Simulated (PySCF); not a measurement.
**Electric field gradients and quadrupole coupling constants**

Compound: C2F6O2P (charge -1).
Geometry (GFN2-xTB, Å), atoms numbered from 1 in this order:
```xyz
11
C2F6O2P angstrom
O     -0.7600    0.6850   -1.8487
P     -0.0566    0.7984   -0.5622
O      0.5653    2.0345   -0.0645
C     -1.1977    0.1109    0.8039
F     -1.7341   -1.0958    0.5550
F     -0.6458    0.0143    2.0254
F     -2.2360    0.9575    0.9333
C      1.2347   -0.6030   -0.4624
F      0.7752   -1.8322   -0.7519
F      1.8673   -0.7236    0.7171
F      2.1931   -0.3431   -1.3710
```

Field gradients from the PBE0/pcSseg-1 density (PySCF, non-relativistic), principal values in atomic units, ordered |Vxx| ≤ |Vyy| ≤ |Vzz|:

```json
{"atom": "O1", "Vxx": "-0.3043", "Vyy": "-0.4173", "Vzz": "0.7216"}
{"atom": "O3", "Vxx": "-0.3042", "Vyy": "-0.4172", "Vzz": "0.7214"}
```

**Question.** Find the asymmetry η = (Vxx − Vyy)/Vzz and the couplings χ = eQV/h (234.96 MHz × Q in barn × V in au), with Q(17O) = −0.0256 b.

**Answer.** 
```json
{"atom": "O1", "environment": "oxygen bonded to P", "nucleus": "17O", "η": "0.16", "χzz (MHz)": "-4.340", "χxx (MHz)": "1.830", "χyy (MHz)": "2.510"}
{"atom": "O3", "environment": "oxygen bonded to P", "nucleus": "17O", "η": "0.16", "χzz (MHz)": "-4.339", "χxx (MHz)": "1.830", "χyy (MHz)": "2.509"}
```

The tensor is traceless: Vxx + Vyy + Vzz = 0.

**Question.** What is Vzz at O1 in SI units (1 au = 9.71736 × 10²¹ V/m²)?

**Answer.** 0.7216 au = 7.012 × 10²¹ V/m².

**Question.** And the gradient at the other heavy atoms, for which no coupling is worked out here?

**Answer.** 
```
atom              environment  Vzz (au)     η
  P2    phosphoryl phosphorus    -0.908  0.49
  C4               CF3 carbon    -0.571  0.00
  F5  fluorine of a CF3 group     2.814  0.05
  F6  fluorine of a CF3 group     2.814  0.05
  F7  fluorine of a CF3 group     2.804  0.04
  C8               CF3 carbon    -0.571  0.00
  F9  fluorine of a CF3 group     2.814  0.05
 F10  fluorine of a CF3 group     2.814  0.05
 F11  fluorine of a CF3 group     2.804  0.04
```

Isolated species at its GFN2-xTB geometry, gas phase. The pcSseg-1 basis has no diffuse functions, a weakness for an anion. GFN2-xTB bond lengths can be off by several hundredths of an ångström, more for odd bonds, and the gradients follow them. The basis is small and wasn't made for field gradients, so the couplings can be 20 % off.
